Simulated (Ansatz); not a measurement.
C2H3O, charge -1, singlet, at a GFN2-xTB geometry (a gas-phase anion, which may not be bound at this level). Base run: SVWN5/def2-TZVP (Ansatz, an electronic-structure program).

Geometry (Å):
```xyz
6

C      0.1276     0.8391    -0.4059
O      0.0131    -0.0045     0.8367
C      0.0127    -0.6325    -0.4052
H     -0.9355     1.2490    -0.5823
H     -0.9134    -1.1977    -0.6399
H      0.9030    -1.2548    -0.6049
```
Charge -1, spin multiplicity 1.
All else is at Ansatz's defaults.
Base energy -151.92557 Eh.

Each row names what was changed in the base input (with any setting that the change needs).

```
change                                                           ΔE vs base (kcal/mol)
---------------------------------------------------------------  ---------------------
base                                                                             0.000
fitting.mean_field = def2-universal-JKFIT                                          [?]
lower_state_search = light                                                       0.000
final_grid = 14, 28, 59                                                          0.000
point_charge = charge:-1.0 position_ang:-2.6346, 3.1218, 1.8364                   73.1
forces = on                                                                      0.000
lower_state_search = off                                                         0.000
accuracy = high                                                                  0.001
lower_state_search = full                                                        0.000
point_charge = charge:0.5 position_ang:0.7881, 1.2182, -4.6451                  -36.50
final_grid = 4, 8, 17                                                              [?]
```

Question: Fill in the missing entries.

Answer: 
- fitting.mean_field = def2-universal-JKFIT, ΔE vs base (kcal/mol): -0.035
- final_grid = 4, 8, 17, ΔE vs base (kcal/mol): -0.091

A gas-phase anion may not be bound at this level; its values then depend on the basis.
